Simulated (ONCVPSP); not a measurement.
# u(r) = r·R(r): atom against pseudo-atom (O)

Columns: radius, all-electron u(r) and pseudo u(r) of the 2s shell (level -23.83 eV) of oxygen in the configuration [He] 2s2 2p4; BLYP, scalar-relativistic, ONCV scheme, ONCVPSP 4.0.1.

```json
{"r (bohr)": "0.093", "all-electron": "-0.4206", "pseudo": "0.0749"}
{"r (bohr)": "0.185", "all-electron": "-0.2883", "pseudo": "0.1673"}
{"r (bohr)": "0.278", "all-electron": "0.0073", "pseudo": "0.2901"}
{"r (bohr)": "0.370", "all-electron": "0.3056", "pseudo": "0.4371"}
{"r (bohr)": "0.463", "all-electron": "0.5559", "pseudo": "0.5966"}
{"r (bohr)": "0.555", "all-electron": "0.7391", "pseudo": "0.7446"}
{"r (bohr)": "0.648", "all-electron": "0.8621", "pseudo": "0.8621"}
{"r (bohr)": "0.740", "all-electron": "0.9315", "pseudo": "0.9315"}
{"r (bohr)": "0.833", "all-electron": "0.9599", "pseudo": "0.9599"}
{"r (bohr)": "0.925", "all-electron": "0.9574", "pseudo": "0.9574"}
{"r (bohr)": "1.018", "all-electron": "0.9327", "pseudo": "0.9327"}
{"r (bohr)": "1.110", "all-electron": "0.8935", "pseudo": "0.8935"}
{"r (bohr)": "1.203", "all-electron": "0.8444", "pseudo": "0.8444"}
{"r (bohr)": "1.295", "all-electron": "0.7904", "pseudo": "0.7904"}
{"r (bohr)": "1.388", "all-electron": "0.7335", "pseudo": "0.7335"}
{"r (bohr)": "1.480", "all-electron": "0.6770", "pseudo": "0.6770"}
{"r (bohr)": "1.573", "all-electron": "0.6210", "pseudo": "0.6210"}
{"r (bohr)": "1.665", "all-electron": "0.5677", "pseudo": "0.5677"}
{"r (bohr)": "1.758", "all-electron": "0.5167", "pseudo": "0.5167"}
{"r (bohr)": "1.850", "all-electron": "0.4694", "pseudo": "0.4694"}
{"r (bohr)": "1.943", "all-electron": "0.4249", "pseudo": "0.4249"}
{"r (bohr)": "2.035", "all-electron": "0.3842", "pseudo": "0.3842"}
{"r (bohr)": "2.128", "all-electron": "0.3464", "pseudo": "0.3464"}
{"r (bohr)": "2.220", "all-electron": "0.3122", "pseudo": "0.3122"}
{"r (bohr)": "2.313", "all-electron": "0.2807", "pseudo": "0.2807"}
{"r (bohr)": "2.405", "all-electron": "0.2523", "pseudo": "0.2523"}
```

**Question.** How many radial nodes do the two functions have?

**Answer.** The all-electron 2s function has n − l − 1 = 1; the pseudo-wave has 0, since the states of the same l below it are removed with the core.

**Question.** At about which radius was the pseudo-wave matched?

**Answer.** 0.65 bohr, where the columns begin to agree (steps of 0.09 bohr).

**Question.** Is the pseudo-wave norm-conserving?

**Answer.** Yes: the ONCV scheme keeps the norm inside the radius equal to the all-electron one, which fixes the energy derivative of the logarithmic derivative at the level.
